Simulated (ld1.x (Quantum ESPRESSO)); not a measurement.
# Cutoff test, sulfur, TM

```
Element                 : sulfur
Generator               : ld1.x (Quantum ESPRESSO) 7.5
Type                    : norm-conserving Troullier–Martins (Kleinman–Bylander form)
Functional              : LDA (PZ)
Relativity              : non-relativistic
Frozen core             : [Ne]
Valence charge          : 6
Reference configuration : 3s1.5 3p4.5
Partial waves           : 3s (bound): rc 1.05 bohr; 3p (bound): rc 1.70 bohr; 3d channel at 0.35 Ry: rc 1.40 bohr
Local potential         : the d channel
Core correction         : none
```

The pseudo-atom Hamiltonian at the reference potential is diagonalised in spherical Bessel functions j_l(qr) that vanish at 20 bohr, with q² up to the cutoff. All-electron valence levels (Ry): 3s -1.2867, 3p -0.5436.

Task: How do the lowest levels (Ry) of each channel move with the cutoff, and are there ghosts?

Result:

```json
{"cutoff (Ry)": "8", "s #1": "-1.1140", "p #1": "-0.5221", "d #1": "0.0719", "d #2": "0.1571", "f #1": "0.1180", "Σ f·Δε (mRy)": "355.8"}
{"cutoff (Ry)": "15", "s #1": "-1.2101", "p #1": "-0.5424", "d #1": "0.0717", "d #2": "0.1552", "f #1": "0.1180", "Σ f·Δε (mRy)": "120.3"}
{"cutoff (Ry)": "30", "s #1": "-1.2465", "p #1": "-0.5434", "d #1": "0.0715", "d #2": "0.1533", "f #1": "0.1180", "Σ f·Δε (mRy)": "61.2"}
{"cutoff (Ry)": "45", "s #1": "-1.2572", "p #1": "-0.5436", "d #1": "0.0714", "d #2": "0.1525", "f #1": "0.1180", "Σ f·Δε (mRy)": "44.2"}
{"cutoff (Ry)": "70", "s #1": "-1.2817", "p #1": "-0.5436", "d #1": "0.0714", "d #2": "0.1522", "f #1": "0.1180", "Σ f·Δε (mRy)": "7.5"}
{"cutoff (Ry)": "100", "s #1": "-1.2829", "p #1": "-0.5436", "d #1": "0.0714", "d #2": "0.1522", "f #1": "0.1180", "Σ f·Δε (mRy)": "5.6"}
{"cutoff (Ry)": "160", "s #1": "-1.2860", "p #1": "-0.5436", "d #1": "0.0714", "d #2": "0.1522", "f #1": "0.1180", "Σ f·Δε (mRy)": "1.0"}
{"cutoff (Ry)": "230", "s #1": "-1.2865", "p #1": "-0.5436", "d #1": "0.0714", "d #2": "0.1522", "f #1": "0.1180", "Σ f·Δε (mRy)": "0.3"}
{"cutoff (Ry)": "400", "s #1": "-1.2867", "p #1": "-0.5436", "d #1": "0.0714", "d #2": "0.1522", "f #1": "0.1180", "Σ f·Δε (mRy)": "0.0"}
```

Result: no extra level below or beside the all-electron valence levels (s, p, d, f tested); 10 mRy is reached at 70 Ry and 1 mRy at 180 Ry.
